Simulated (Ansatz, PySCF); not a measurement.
This Ansatz (a quantum-chemistry and plane-wave program) input computes a CCSD(T)/cc-pVDZ energy:

Ansatz 0.2 input:
```yaml
crystal:
  periodic: [false, false, false]
  atoms:
    - {symbol: O, position_ang: [0.00000000, 0.00000000, 0.00000000]}
    - {symbol: B, position_ang: [-1.16475675, -0.65077146, 0.00373208]}
    - {symbol: H, position_ang: [-1.67657657, -0.90969153, -1.04264628]}
    - {symbol: H, position_ang: [-1.64842851, -0.94805122, 1.05330018]}
    - {symbol: B, position_ang: [1.16475675, 0.65077146, -0.00373208]}
    - {symbol: H, position_ang: [1.15140749, 1.84376938, 0.01828126]}
    - {symbol: H, position_ang: [2.17359758, 0.01397338, -0.02893516]}
basis:
  gaussian:
    orbitals: cc-pVDZ
magnetization: {spin_polarized: false}
correlation: {method: ccsd_t, electrons: outside_noble_gas}
```

Q: Write an input for the same energy in PySCF and say what it gives.

A: 
```python
from pyscf import gto, scf, mp, cc as ccmod

mol = gto.M(
    atom='''
    O     0.00000000    0.00000000    0.00000000
    B    -1.16475675   -0.65077146    0.00373208
    H    -1.67657657   -0.90969153   -1.04264628
    H    -1.64842851   -0.94805122    1.05330018
    B     1.16475675    0.65077146   -0.00373208
    H     1.15140749    1.84376938    0.01828126
    H     2.17359758    0.01397338   -0.02893516
    ''',
    basis='cc-pvdz',
    charge=0,
    spin=0,
    verbose=4,
)

mf = scf.RHF(mol)
mf.conv_tol = 1e-10
mf.max_cycle = 100
mf.kernel()
mp2 = mp.MP2(mf, frozen=3).run()
cc = ccmod.CCSD(mf, frozen=3)
cc.max_cycle = 100
cc.kernel()
et = cc.ccsd_t()
print(f'E(CCSD(T)) = {cc.e_tot + et:.9f}')
```
It gives -127.01762 Eh, and Ansatz -127.01762 Eh, a difference of 0.00 mEh.
